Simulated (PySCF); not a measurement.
## Two-component Hartree-Fock for Hf⁺ (hafnium, charge +1)

Start: [Xe] 4f14 5d2 6s1; 5d5/2 filled at m_j = +3/2, +5/2; 6s1/2 filled at m_j = +1/2. Calculated with PySCF 2.14 in x2c-SVPall-2c with one added diffuse shell each of s, d type (8s9p10d2f, 99 functions): generalised Hartree-Fock with the X2C-1e Hamiltonian and a Gaussian nucleus; one run each with spin-orbit coupling (SO) switched off, then screened by Boettger's factors. This is a chosen level, not necessarily the ground level.

| spinor shell | electrons | ε, spin-free (eV) | ε, screened SO (eV) | weight of nominal j (screened SO) | rms radius, screened SO (bohr) |
| --- | --- | --- | --- | --- | --- |
| 1s1/2 | 2 | -65695.1 | -65677.1 | 1.000 | 0.0215 |
| 2s1/2 | 2 | -11378.5 | -11373.0 | 1.000 | 0.0869 |
| 2p1/2 | 2 | -9993.8 | -10843.3 | 1.000 | 0.0740 |
| 2p3/2 | 4 | -9993.8 | -9645.2 | 1.000 | 0.0812 |
| 3s1/2 | 2 | -2657.9 | -2656.2 | 1.000 | 0.222 |
| 3p1/2 | 2 | -2236.8 | -2421.3 | 1.000 | 0.214 |
| 3p3/2 | 4 | -2236.8 | -2159.9 | 1.000 | 0.228 |
| 3d3/2 | 4 | -1733.3 | -1766.4 | 1.000 | 0.202 |
| 3d5/2 | 6 | -1733.3 | -1710.0 | 1.000 | 0.206 |
| 4s1/2 | 2 | -571.76 | -571.39 | 1.000 | 0.498 |
| 4p1/2 | 2 | -431.02 | -473.64 | 1.000 | 0.508 |
| 4p3/2 | 4 | -431.02 | -413.38 | 1.000 | 0.541 |
| 4d3/2 | 4 | -245.59 | -252.25 | 1.000 | 0.571 |
| 4d5/2 | 6 | -245.59 | -241.01 | 1.000 | 0.583 |
| 5s1/2 | 2 | -87.361 | -87.426 | 1.000 | 1.23 |
| 5p1/2 | 2 | -50.775 | -55.974 | 0.984 | 1.42 |
| 5p3/2 | 4 | -50.775 | -48.735 | 0.992 | 1.46 |
| 4f5/2 | 6 | -38.256 | -39.151 | 0.993 | 0.744 |
| 4f7/2 | 8 | -38.256 | -37.507 | 0.995 | 0.751 |
| 5d5/2 | 2 | -14.278 | -14.162 | 0.851 | 2.48 |
| 6s1/2 | 1 | -13.635 | -13.671 | 1.000 | 3.52 |

| quantity | spin-free | screened SO |
| --- | --- | --- |
| E (hartree) | -15066.02545 | -15081.76358 |
| M_J | 9/2 | 9/2 |
| ⟨J²⟩ | 24.756 | 24.758 |
| ⟨L²⟩ | 12.004 | 12.202 |
| ⟨S²⟩ | 3.752 | 3.801 |

Each row is a mean over spinors that exchange with the open shell spreads, by up to 4.393 eV (5p3/2).

Rows whose weight is well below 1 are mixtures of j = l ± 1/2: exchange outweighs spin-orbit coupling there, and the label is only the starting occupation.

Breit and QED terms are absent; they matter most for the inner s and p1/2 levels.

Densities and radii are taken from the X2C orbitals without a picture-change correction, which distorts them close to the nucleus.

Without spin-orbit coupling the j labels of p, d and f shells carry no meaning; the spin-free column gives the mean over the occupied spinors of each nl shell.
